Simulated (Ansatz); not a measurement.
**Which method gave which barrier?**

Saddle point of BH2Cl2F, closed shell (BHCl₂ ([Cl][BH][Cl]) + HF → BCl₂F ([F][B]([Cl])[Cl]) + H₂; bonds formed: B1–F6, H2–H5; bonds broken: B1–H2, H5–F6), PBE0-D4/def2-TZVP structure:

B1  (-0.158, -0.186, -0.183)
H2  (0.495, 0.905, -0.515)
Cl3  (0.626, -1.617, -0.841)
Cl4  (-1.895, 0.044, -0.347)
H5  (0.635, 0.801, 0.545)
F6  (0.297, 0.052, 1.341)
(Å)

Program: Ansatz 0.2.0. Basis: def2-TZVPP, with def2-QZVPP for the basis limit. Cores are frozen in the correlated methods. Extrapolation: Hartree–Fock as exp(−7.88 √X), correlation as X^−2.97. Four methods, as single points on the PBE0-D4 structures, gave these electronic barriers from the start structure: 30.9, 87.3, 102.2, 172.9 kJ/mol.

Q: The methods were, in alphabetical order, HF, MP2, PBE0-D4, SPW92. Which gave which? (A judgement: the text doesn't fix the answer.)

A: Computed: SPW92 30.9; PBE0-D4 87.3; MP2 102.2; HF 172.9 kJ/mol. For comparison, CCSD(T) at an estimated basis limit (MP2 extrapolated from triple and quadruple zeta, plus CCSD(T) − MP2 in triple zeta) gives 110.7 kJ/mol.

The T1 diagnostic stays at or below 0.012. The start structure is not quite a true minimum (one mode of 89i cm⁻¹).

Labels in which every atom is bracketed show which atoms are joined, not bond orders.

For scale, one of the runs: CCSD(T)/def2-TZVPP, 174 basis functions, launched by `ansatz run in.yaml --threads 2 --pin off --events-out ev --progress --plain --max-ram 4352MiB`. Time: 41 s of wall clock on 2 CPU threads of an Arm Neoverse V1; the host was shared. Peak host memory: 1.5 GiB.
